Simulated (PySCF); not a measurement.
A calculated (HSE06, PySCF 2.14, def2-QZVPPD, no relativity, point nucleus) atom or ion has these occupied shells.

```
shell  electrons  orbital energy (eV)  rms radius, mean of both spins (bohr)
 1s α          1              -218.38                                  0.381
 1s β          1              -217.37                                  0.381
 2s α          1              -33.636                                   1.76
```

Q: Name the element and its charge.

A: B²⁺ (boron, charge +2), in [He] 2s1, 2S determinant.
